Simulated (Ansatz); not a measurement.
Isolated molecules relaxed with PBE0-D4/def2-TZVP in Ansatz; ΔE leaves out vibrations. CCSD(T)/CBS adds triple-zeta CCSD(T) − MP2 to the extrapolated MP2 energy (def2 sets, frozen cores). Functionals use def2-TZVPP. B3LYP here is the variant with VWN-RPA as its local correlation; programs differ in this. For Ge outer-core shells are correlated without core-valence functions, which leaves a few kJ/mol of doubt a bond. Scalar relativity is left out up to krypton. Each species was taken in one conformer, which may not be the lowest.

`NC#[C][GeH3]` + `[OH][GeH3]` → `NC#C[O][GeH3]` + GeH₄  (substitution at a C–Ge bond)

`NC#[C][GeH3]`:

```xyz
9

N     0.748   -2.258    0.685
C     0.342   -1.036    0.318
C     0.018    0.089    0.010
Ge   -0.477    1.841   -0.473
H     0.163   -2.729    1.359
H     1.047   -2.863   -0.064
H    -1.982    2.037   -0.236
H     0.302    2.868    0.363
H    -0.161    2.052   -1.961
```

`[OH][GeH3]`:

Z-matrix (Å, degrees):
```
Ge
O 1 1.783
H 1 1.531 2 104.3
H 1 1.541 2 109.9 3 119.6
H 1 1.541 2 109.9 3 -119.6
H 2 0.959 1 112.7 3 180.0
```

`NC#C[O][GeH3]`:

```xyz
10

N     0.558   -2.706    0.050
C     0.256   -1.436   -0.314
C    -0.015   -0.338   -0.721
O    -0.310    0.845   -1.176
Ge   -0.435    2.167    0.064
H    -0.139   -3.153    0.627
H     1.482   -2.822    0.437
H    -1.543    1.766    1.045
H     0.931    2.271    0.754
H    -0.785    3.404   -0.767
```

GeH₄:

```xyz
5

Ge    0.000    0.000    0.000
H    -0.704   -1.129    0.763
H     1.318   -0.522   -0.585
H     0.291    1.161    0.959
H    -0.905    0.490   -1.137
```

CCSD(T)/CBS gives +123.4 kJ/mol.

Task: Another level gave +106.1 kJ/mol. Which?
A. HF/def2-TZVPP
B. PBE-D4/def2-TZVPP
C. ωB97M-V/def2-TZVPP
D. B3LYP/def2-TZVPP

Result: D. B3LYP 106.1, ωB97M-V 112.5, PBE-D4 99.8, HF/def2-TZVPP 117.7 kJ/mol.

Largest T1 diagnostic among the species: 0.013.

From PBE to PBE0 (25 % exact exchange), in def2-TZVPP and without D4, ΔE moves by +5.8 kJ/mol. In def2-TZVPP, CCSD(T) changes the Hartree–Fock value by +4.8 kJ/mol (the triples alone add +0.1 kJ/mol) and MP2 by +12.3 kJ/mol.
